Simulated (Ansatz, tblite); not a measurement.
Forces on InMe2H (C₂H₇In) at its r2SCAN-D4/def2-SVP geometry. The state is a singlet with charge 0.

In the def2 sets In takes a core potential; there is no spin–orbit coupling. The xTB rows come from tblite.

GFN1-xTB (tblite), largest force 0.66 eV/Å:

```xyz
10
positions Å, forces eV/Å
C    -0.704   -1.753    0.057    0.050   -0.575    0.253
C     1.058    1.540    0.284    0.513    0.238    0.275
In   -0.558    0.335   -0.533   -0.435    0.262   -0.414
H    -0.896   -1.820    1.141    0.002   -0.118   -0.295
H     0.249   -2.270   -0.138   -0.319    0.006    0.052
H    -1.510   -2.281   -0.475    0.257    0.006    0.215
H     2.025    1.164   -0.089   -0.186    0.220    0.132
H     1.078    1.456    1.383    0.071    0.149   -0.281
H     0.966    2.601    0.010    0.152   -0.250    0.164
H    -1.710    1.029   -1.641   -0.105    0.063   -0.102
```

GFN2-xTB (tblite), largest force 0.81 eV/Å:

```
C -0.090 -0.771 0.220
C 0.608 0.462 0.259
In -0.175 0.105 -0.163
H 0.026 0.030 -0.338
H -0.296 0.173 0.019
H 0.239 0.077 0.180
H -0.300 0.132 0.087
H -0.051 0.035 -0.338
H 0.087 -0.271 0.120
H -0.048 0.029 -0.047
```

PBE-D4/def2-TZVP (Ansatz), largest force 0.17 eV/Å:

```
C -0.008 -0.161 0.041
C 0.118 0.094 0.070
In 0.025 -0.015 0.024
H 0.010 0.021 -0.074
H -0.065 0.054 0.007
H 0.065 0.068 0.036
H -0.073 0.016 0.014
H -0.017 -0.005 -0.085
H -0.011 -0.100 0.011
H -0.045 0.027 -0.043
```
